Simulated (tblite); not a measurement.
Species: C6H8FO2Si (charge -1).
SMILES with atom numbers: `[CH3:1][C:2]1=[CH:3][Si@:4]([F:5])([C:6](=[O:7])[O-:8])[CH2:9][CH2:10]1` (hydrogens: H11, H12, H13 on C1; H14 on C3; H15, H16 on C9; H17, H18 on C10)

Computed geometry: GFN2-xTB, gas phase.

Give the optimised bond lengths and angles.

| bond | length (Å) |
| --- | --- |
| C1–C2 | 1.501 |
| C2=C3 | 1.329 |
| C3–Si4 | 1.881 |
| Si4–F5 | 1.668 |
| Si4–C6 | 1.996 |
| C6=O7 | 1.233 |
| C6–O8 | 1.232 |
| Si4–C9 | 1.916 |
| C9–C10 | 1.531 |
| C2–C10 | 1.507 |
| C1–H11, C1–H12, C1–H13 | 1.091 |
| C3–H14 | 1.080 |
| C9–H15 | 1.088 |
| C9–H16 | 1.091 |
| C10–H17 | 1.097 |
| C10–H18 | 1.097 |

Bonds in one row agree within 0.01 Å and their mean is given. A selection of angles:
| angle | degrees |
| --- | --- |
| C1–C2–C3 | 125.8 |
| C1–C2–C10 | 116.9 |
| C3–C2–C10 | 117.3 |
| C2–C3–Si4 | 112.0 |
| C3–Si4–F5 | 104.0 |
| C3–Si4–C6 | 125.9 |
| C3–Si4–C9 | 89.9 |
| F5–Si4–C6 | 105.7 |
| F5–Si4–C9 | 103.0 |
| C6–Si4–C9 | 125.1 |
| Si4–C6–O7 | 115.2 |
| Si4–C6–O8 | 113.8 |
| O7–C6–O8 | 130.9 |
| Si4–C9–C10 | 105.6 |
| C2–C10–C9 | 110.3 |

Dihedral angles: C1–C2–C3–Si4 -177° (antiperiplanar); C2–C3–Si4–F5 -115° (anticlinal); C3–Si4–C6–O7 -140° (anticlinal); C3–Si4–C9–C10 19° (synperiplanar); Si4–C9–C10–C2 -22° (synperiplanar); C1–C2–C10–C9 -167° (antiperiplanar).

The 3 C–Si bonds span 1.881 Å (C3–Si4, drawn single) to 1.996 Å (Si4–C6, drawn single), a spread of 0.115 Å. C3 (alkene CH carbon) is planar (angles 126.8°, 121.1° and 112.0°, sum 359.9°, 0.03 Å off the plane of its three neighbours). Of the pairs four or more bonds apart, H11···H14 is among the closest relative to their van der Waals radii: 2.48 Å, 103 % of the sum of Bondi's values. C2 (fully substituted alkene carbon) is planar (angles 125.8°, 117.3° and 116.9°, sum 360.0°, 0.01 Å off the plane of its three neighbours). The C–C distances run from 1.329 Å (C2=C3, drawn double) to 1.531 Å (C9–C10, drawn single), a spread of 0.202 Å. Si4 (fluorine-bound silicon) has angles from 89.9° to 125.9°. C6 (carbon bonded to 2 O and Si) is planar (angles 130.9°, 115.2° and 113.8°, sum 359.9°, 0.03 Å off the plane of its three neighbours).

Point group: C1 (no symmetry element, even within 0.4 Å). Its lowest GFN2-xTB frequency is 15 cm⁻¹, too small to tell a flat minimum from a shallow saddle. 3 starts were optimised and ended at 0.00, 0.16 and 0.52 kcal/mol (GFN2-xTB); the lowest of these is shown.

One conformer stands for the species.
